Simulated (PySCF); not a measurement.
## CH$_{3}$Si, SMILES `C=[SiH]` (charge 0, multiplicity 2)

Method: PBE-D3(BJ)/def2-TZVP // PBE0-D3(BJ)/def2-TZVP run with PySCF.

```yaml
highest_occupied_spin_orbital: -5.65 eV
dipole_moment: 0.50 D
total_energy: -329.1109 Ha
cost: very roughly 26 core-seconds
```

```xyz
5

C     -0.6588    -0.0460     0.0578
Si     0.9493    -0.6071    -0.0084
H     -1.5170    -0.6971     0.1679
H     -0.8719     1.0178    -0.0124
H      2.0994     0.3375    -0.1626
```
Charge 0, spin multiplicity 2.
